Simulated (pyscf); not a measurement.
# `[F][GaH][Cl]`, singlet

Gas-phase minimum from PySCF at ωB97X-D3(BJ)/def2-SVP, one conformer. 

```xyz
4

F      1.4297     1.6524    -0.7287
Ga     0.2408     0.4253    -0.3680
Cl     0.1036    -0.0435     1.7019
H     -0.5958    -0.2198    -1.4903
```

Bonded distances (Å): F1–Ga2 1.746, Ga2–Cl3 2.127, Ga2–H4 1.541. Angles (°): F1–Ga2–Cl3 113.6, F1–Ga2–H4 120.9, Cl3–Ga2–H4 125.6.

Properties at ωB97X-D3(BJ)/def2-SVP:

```yaml
harmonic_wavenumbers_unscaled: 179, 449, 468, 612, 727, 2112 cm⁻¹
zero_point_energy: 6.5 kcal/mol
rotational_symmetry_number: 1
Entropy of this conformer at 298 K and 1 atm, rigid rotor and harmonic oscillator, modes under 100 cm⁻¹ raised to 100: 293.7 J/(mol K)
dipole_moment: 2.10 D
```

Single-point totals, which compare only within one level (frozen core for MP2 and CC):

| level | total energy (hartree) |
|---|---|
| ωB97X-D3(BJ)/def2-TZVP | -2485.62340 |
| PBE/def2-TZVP | -2485.07381 |
| r²SCAN/def2-TZVP | -2485.56995 |
| B3LYP-D3(BJ)/def2-TZVP | -2485.72050 |
| PBE0-D3(BJ)/def2-TZVP | -2485.15141 |
| M06-2X/def2-TZVP | -2485.59921 |
| ωB97M-D3(BJ)/def2-TZVP | -2485.74377 |
| HF/def2-TZVPP | -2482.92906 |
| MP2/def2-TZVPP | -2483.59011 |
| CCSD/def2-TZVPP | -2483.60327 |
| CCSD(T)/def2-TZVPP | -2483.62790 |

The CCSD(T) − MP2 part came from Ansatz, without density fitting, on the same reference. The frozen core leaves the outer d or s,p core shells of the metals and heavy elements correlated in the MP2 and CC values, and def2-TZVPP describes them poorly, so these totals are far from the basis limit. Elements up to Kr have no core potential and no relativistic terms here.
